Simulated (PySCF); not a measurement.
Gas-phase reaction: 2 SnO2 + 3 F2 ⇌ 2 SnF3 + 2 O2, at 1200 K and a standard pressure of 1 bar. Level: CCSD(T)/def2-TZVPP†.

Method: PySCF energies plus ideal-gas RRHO corrections (1 bar). † marks an energy on the PBE0/def2-TZVP geometry and frequencies. CCSD(T) freezes the core. Open shells (unrestricted): SnF3 (multiplicity 2), O2 (multiplicity 3); the rest are closed-shell singlets. Sn: scalar-relativistic def2 core potential, no spin-orbit coupling. SnO2, SnF3: computed as isolated molecules; such fragments, hydroxides, amides, oligomers or adducts are transient or little studied in the gas. CCSD(T) isn't extrapolated to the basis-set limit; its ΔH°(298 K) is -1539.4 kJ in def2-SVP and -1440.5 kJ in def2-TZVPP. The harmonic model lacks anharmonicity and excited electronic states, which grow with temperature; levels with a mode under 35 cm⁻¹ are left out. Warning, large T1 diagnostic: SnO2 (CCSD(T)/def2-TZVPP†).

```
species      E (Ha)  H(1200 K) − E (kJ/mol)  S°(1200 K) (J/mol/K)
-------  ----------  ----------------------  --------------------
SnO2     -363.84794                    76.6                 334.4
F2       -199.30442                    46.3                 248.8
SnF3     -512.94508                   101.2                 424.0
O2       -150.13436                    48.2                 249.0
```
E: electronic energy; H − E holds the zero-point and thermal terms. 1 Ha = 2625.5 kJ/mol.

Task: Work out ΔH°, ΔS°, ΔG° and log10 K from these numbers.

Result: 1. ΔE = 2×(-512.94508) + 2×(-150.13436) − 2×(-363.84794) − 3×(-199.30442) = -0.54974 Ha = -1443.3 kJ.
2. Δ(H − E) = 2×(101.2) + 2×(48.2) − 2×(76.6) − 3×(46.3) = 6.7 kJ, so ΔH° = -1436.6 kJ.
3. ΔS° = 2×(424.0) + 2×(249.0) − 2×(334.4) − 3×(248.8) = -69.2 J/K; the number of gas molecules changes by -1.
4. ΔG° = ΔH° − TΔS° = -1436.6 − 1200×(-69.2)/1000 = -1353.6 kJ.
5. log10 K = −ΔG°/(RT ln 10) = 58.93, with RT ln 10 = 22.97 kJ/mol; at standard pressures the products are favoured.
6. A shift of 10 kJ in ΔE would move log10 K by 0.44 here.
For scale, ΔH°(298 K) is -1440 kJ at this level, -1559 kJ at ωB97M-V/def2-TZVP†, and runs from -2031 to -1396 kJ over the 17 levels computed.
